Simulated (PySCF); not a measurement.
C3H5F3, SMILES C[C@@H](F)C(F)F. Coordinates come from a B3LYP-D3(BJ)/def2-SVP optimisation. The structure was generated by enumeration; whether it is a known compound was not checked. Other conformers were not sampled.

Computed equilibrium geometry at B3LYP-D3(BJ)/def2-SVP (PySCF confirms it by a frequency run) as a Z-matrix (one conformer of several):
```
C
F 1 1.3813
H 1 1.1055 2 107.85
C 1 1.5149 3 111.16 2 120.19
H 4 1.0990 1 109.79 3 -61.07
H 4 1.0996 5 108.95 1 120.22
H 4 1.1012 5 108.51 6 118.31
C 1 1.5221 3 107.04 2 -116.39
F 8 1.3546 1 110.16 3 59.13
F 8 1.3581 9 108.10 1 -120.78
H 8 1.1063 9 108.58 10 -117.32
```
